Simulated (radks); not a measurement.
Values are calculated unless marked as measured or tabulated.
Li+, 2 electrons, occupied as [He] (the NIST ground configuration).

Code: a radial shooting solver on a logarithmic mesh with Libxc functionals. Model: non-relativistic Kohn-Sham, BLYP, spin-unpolarised, spherical densities, point nucleus.

Energy parts (eV):
| part | energy |
|---|---|
| total | -198.083 |
| kinetic | 196.968 |
| electron-nucleus | -438.472 |
| Hartree | 89.283 |
| exchange-correlation | -45.863 |

Orbitals (lengths in bohr, moments of r in powers of bohr; r(90%) holds 90 % of the orbital's charge):
orbital  occ.  eigenvalue (eV)  r(90%)   <r^4>
1s          2         -60.7133    1.05  0.5844

The highest occupied level is 1s at -60.713 eV. For comparison, the ionisation energy in NIST's Atomic Spectra Database is 75.640 eV (theoretical). In exact Kohn-Sham theory the highest level is minus the ionisation energy, but local and semilocal functionals leave it too shallow, through self-interaction and a potential that decays too fast; potentials with the right tail come closer. Summed over all electrons, <r^2> = 0.9207 bohr^2, which gives a Langevin (diamagnetic) susceptibility term of -0.729 x 10^-6 cm^3/mol.
